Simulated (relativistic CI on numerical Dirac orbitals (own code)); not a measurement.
## Calculated levels, Tl46+

Calculated at this level of theory: Dirac-Coulomb-Breit CI, orbitals from a KLI potential per configuration, model QED, unscaled Slater integrals (own radial code, finite nucleus).

Configurations in the expansion (outside the closed core [Ar] 3d10): 4s²4p⁵, 4s4p⁶, 4s²4p⁴4d, 4s4p⁵4d, 4s²4p⁴4f, 4s4p⁵4f, 4p⁶4d, 4s4p⁴4d², 4s²4p³4d4f, 4p⁶4f, 4p⁵4d4f, 4s4p⁴4f², 4s²4p⁴5s, 4p⁶5s, 4s²4p⁴5p, 4s4p⁴4d5s, 4s²4p³4f5s, 4s4p⁵5s, 4s²4p⁴5d, 4s4p⁵5p, 4s²4p⁴5f, 4s²4p⁴5g, 4s4p⁵5d, 4p⁵4f5s, 4s4p⁵5f, 4s²4p⁴6s, 4s4p⁵5g, 4s²4p³4d², 4s²4p²4d³, 4s4p³4d³, 4s²4p²4d²4f, 4s4p³4d²4f, 4s²4p²4d²5s, 4p⁵4d², 4p⁴4d³, 4p⁴4d²4f, 4p⁴4d²5s, 4p⁵4d5s, 4p⁴4d4f5s, 4p⁴4d5s², 4s²4p³5s², 4s²4p²4d5s², 4s4p³4d5s², 4s²4p²4f5s², 4s4p³4f5s². Double excitations out of closed p, d and f shells are left out; levels of such configurations are missing from the list, as are those of other unlisted configurations, and high levels can miss mixing partners. These lack a partner that the ground configuration has and come out too high: 4s²4p⁴5p, 4s4p⁵5s, 4s²4p⁴5d, 4s4p⁵5p, 4s²4p⁴5f.

The lowest level is 4s²4p⁵ ²P°3/2, with 99 % of that term; Hund's rules for 4s²4p⁵ give ²P° with J = 3/2, in agreement.

```tsv
No.	Configuration	Term	J	E (eV)	%	Next component (%)	Lifetime (s)
1	4s²4p⁵	²P°	3/2	0.000	99	1 4s²4p³4d² ²P°	
2	4s²4p⁵	²P°	1/2	151.323	99	1 4s²4p³4d² ²P°	2.96e-08
3	4s²4p⁴4d	⁴D	3/2	174.551	36	33 ²D	2.47e-10
4	4s²4p⁴4d	⁴D	5/2	177.708	40	21 ²F	2.29e-10
5	4s²4p⁴4d	⁴P	1/2	177.918	48	28 ²P	3.42e-11
6	4s²4p⁴4d	²F	7/2	180.254	34	30 ⁴F	5.57e-03
7	4s²4p⁴4d	²D	3/2	189.868	63	19 ⁴F	4.95e-10
8	4s²4p⁴4d	²F	7/2	207.351	48	42 ⁴D	5.74e-06
9	4s²4p⁴4d	⁴F	9/2	208.717	68	31 ²G	7.23e-06
10	4s²4p⁴4d	²P	1/2	211.131	54	23 ²S	1.35e-11
11	4s²4p⁴4d	²D	5/2	223.665	54	22 ⁴P	1.65e-08
12	4s²4p⁴4d	²P	3/2	229.367	36	34 ²D	1.55e-12
13	4s²4p⁴4d	²D	5/2	233.068	50	17 ²F	1.10e-12
14	4s4p⁶	²S	1/2	278.468	81	10 4s²4p⁴4d ⁴P	8.62e-13
15	4s²4p⁴4d	⁴D	1/2	319.669	79	16 ²P	4.76e-11
16	4s²4p⁴4d	⁴D	3/2	325.424	33	31 ⁴F	2.00e-10
17	4s²4p⁴4d	⁴F	5/2	329.980	47	37 ²F	1.52e-11
18	4s²4p⁴4d	²G	7/2	331.195	59	25 ²F	5.75e-08
19	4s²4p⁴4d	²D	5/2	350.934	53	23 ²F	3.15e-13
20	4s²4p⁴4d	²P	3/2	351.124	49	23 ⁴P	3.44e-13
21	4s²4p⁴4d	²S	1/2	351.901	36	28 ²P	2.28e-13
22	4s²4p⁴4d	⁴D	7/2	355.165	44	38 ⁴F	3.03e-08
23	4s²4p³4d²	⁴F°	3/2	357.537	29	24 ²D°	3.96e-11
24	4s²4p⁴4d	²P	3/2	359.842	49	17 ⁴P	2.02e-11
25	4s²4p³4d²	⁴D°	1/2	360.742	46	24 ²P°	1.76e-11
26	4s²4p³4d²	⁴F°	5/2	360.864	25	20 ²F°	3.42e-11
27	4s²4p⁴4d	²F	5/2	362.243	46	20 ⁴P	3.05e-08
28	4s²4p⁴4d	²G	9/2	362.511	68	31 ⁴F	5.53e-08
29	4s²4p³4d²	²G°	7/2	362.616	22	20 ²F°	9.21e-11
30	4s²4p⁴4d	²D	5/2	365.742	52	28 ⁴P	6.46e-11
31	4s²4p⁴4d	²F	7/2	370.506	75	13 ⁴F	4.75e-08
32	4s²4p³4d²	²P°	3/2	372.283	18	18 ⁴P°	4.42e-11
33	4s²4p⁴4d	²D	3/2	387.225	66	12 ²P	8.67e-13
34	4s²4p³4d²	⁴G°	9/2	390.035	32	20 ⁶F°	6.23e-11
35	4s²4p³4d²	²F°	7/2	391.254	24	18 ⁴F°	2.36e-11
36	4s²4p⁴4d	²P	1/2	393.099	68	27 ²S	5.79e-13
37	4s²4p³4d²	⁴D°	3/2	395.222	31	15 ²D°	6.58e-12
38	4s²4p³4d²	⁴P°	1/2	395.247	46	20 ²S°	7.69e-12
39	4s²4p³4d²	⁴D°	5/2	395.986	21	21 ²F°	7.03e-12
40	4s²4p³4d²	⁴P°	5/2	396.243	24	23 ⁶P°	3.41e-11
41	4s²4p³4d²	⁴G°	11/2	398.066	37	33 ²H°	2.19e-09
42	4s²4p³4d²	²F°	7/2	398.772	28	21 ²G°	1.16e-11
43	4s²4p³4d²	²G°	9/2	404.711	27	20 ²H°	5.33e-12
44	4s²4p³4d²	²G°	7/2	405.781	18	16 ⁴F°	2.37e-12
45	4s²4p³4d²	²D°	5/2	407.721	23	20 ⁴F°	1.98e-12
```

Energies count from the lowest computed level; ° marks odd parity; lifetimes are radiative, by E1, M1, E2, M2, E3 decay to levels of this space only.

The mean weight of the leading LS term, summed over parents, in these 45 levels is 46 %, and that of the leading jj configuration (from the same eigenvectors) 94 %, so jj coupling describes them better and the LS labels are nominal.

At this charge energies of transitions that change n are usually good to better than 1 %, and those within a shell (Δn = 0) to a few per cent.

LS names give the leading component of a level, which can be under half, so a name can repeat, a term be missing and a line seem to break the LS rules.
